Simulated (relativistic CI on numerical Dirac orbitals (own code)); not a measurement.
**L2,3 absorption of nickel in several valence states**

Computed multiplet spectra 2p⁶3dⁿ → 2p⁵3dⁿ⁺¹ (Dirac-Coulomb-Breit ions, Slater integrals scaled by 0.8, an assumed crystal field that grows with the charge, no charge transfer; 300 K; Lorentzian 0.4 eV and Gaussian 0.3 eV FWHM at both edges, so that L2 comes out sharper than in experiment). Peaks over 5 % are given in eV from the highest peak in the L3 region of each spectrum (height, largest 100). S of the lowest state is read from ⟨S²⟩, and the branching ratio is the share of L3, cut at the minimum between the edges.

Field parameters in Wybourne normalisation: Oh B⁴₀ = 21Dq, B⁴₄ = √(5/14) B⁴₀. The field is a parameter set, without covalency.

- Ni²⁺ (d8, Oh, 10Dq = 17050 cm⁻¹): S = 1.00, branching ratio 0.73; peaks 0.0 (100), 2.1 (20), 17.3 (25), 18.5 (24)
- Ni³⁺ (d7, Oh, 10Dq = 22050 cm⁻¹): S = 0.77, low spin, branching ratio 0.78; peaks -4.4 (11), -3.3 (77), -1.5 (89), 0.0 (100), 2.7 (10), 3.4 (12), 13.5 (5), 14.3 (16), 16.3 (39), 17.2 (29), 18.7 (14), 19.7 (8)
- Ni⁴⁺ (d6, Oh, 10Dq = 27000 cm⁻¹): S = 0.03, low spin, branching ratio 0.66; peaks -2.8 (7), 0.0 (100), 1.3 (16), 2.3 (12), 3.1 (24), 16.5 (70), 19.1 (11)

The centroid of the whole edge, which also moves with the branching ratio, lies at 860.8 (Ni²⁺), 862.1 (Ni³⁺), 867.8 (Ni⁴⁺) eV in this ionic model, in steps of 1.3 to 5.7 eV. Compounds show about 1 to 2 eV a unit and lower energies for the high valences, since ligands screen the charge. The multiplet shape follows the d count and the spin state, and so serves as a fingerprint of valence. Ni³⁺ lies at a spin crossover.
